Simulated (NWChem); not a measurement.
TiNH₂SCl; SMILES [Ti](=[S])([NH2])[Cl]

```xyz
6

Ti     0.2343     0.0792    -0.1315
S     -0.9923     1.7106     0.0537
Cl    -0.4981    -2.0154     0.0511
N      2.0080     0.5437     0.1036
H      2.7650    -0.1372     0.1742
H      2.3698     1.4809     0.2660
```
Atoms are numbered in this order, from 1.

Program: NWChem. Geometry: optimised at PBE0/def2-SVP.

Question: Among these, which level gives the highest value of “highest occupied level (eV)”?
A. Hartree-Fock/STO-3G
B. Hartree-Fock/def2-SVP
C. Hartree-Fock/aug-pcseg-1
D. Hartree-Fock/pcseg-1

Answer: A, Hartree-Fock/STO-3G. Values: Hartree-Fock/pcseg-1 -10.28; Hartree-Fock/aug-pcseg-1 -10.14; Hartree-Fock/def2-SVP -9.94; Hartree-Fock/STO-3G -6.37
